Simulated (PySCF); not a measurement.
H4NSi, SMILES [SiH3][NH] (connectivity only; charge and spin as stated), charge -1, multiplicity 1.

Geometry: PBE0-D3(BJ)/def2-TZVPD. The multiplicity is an assumed one; other spin states were not compared. The isomer is the one that the SMILES or the coordinates give; other isomers of the formula were not compared.

All values below come from PBE/def2-TZVPD (PySCF).

 A positive occupied level means that this level leaves the electron formally unbound; only the finite basis holds it.

### Question
Estimate the frontier levels, gap, dipole moment and polarisability. (Estimate from the structure and the level; the computed values follow.)

### Answer

```
Item                                                              Result
------------------------------------------------  ----------------------
highest occupied level                                           0.97 eV
lowest empty level                                               4.00 eV
orbital gap                                                      3.03 eV
dipole moment about the centre of nuclear charge                  1.43 D
mean static polarisability                          61.2 bohr³ (9.07 Å³)
polarisability, principal values                  53.9, 59.1, 70.6 bohr³
```
